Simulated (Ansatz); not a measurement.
**Question.** Name a neutral molecule of Al, C, S, Si and H with size of the dipole moment (B3LYP/def2-TZVPP) between 0.95 and 1.25 D and HOMO–LUMO gap (ωB97M-V/def2-TZVPP) between 9.20 and 9.50 eV (Ansatz, PBE0-D4/def2-TZVP geometry).

**Answer.** `C[SiH2]C[S][AlH2]` (1.20 D, 9.47 eV). Other molecules can fit too; these were computed, each in one conformer that needn't be the lowest.

B3LYP here is the variant with VWN-RPA as its local correlation; programs differ in this.
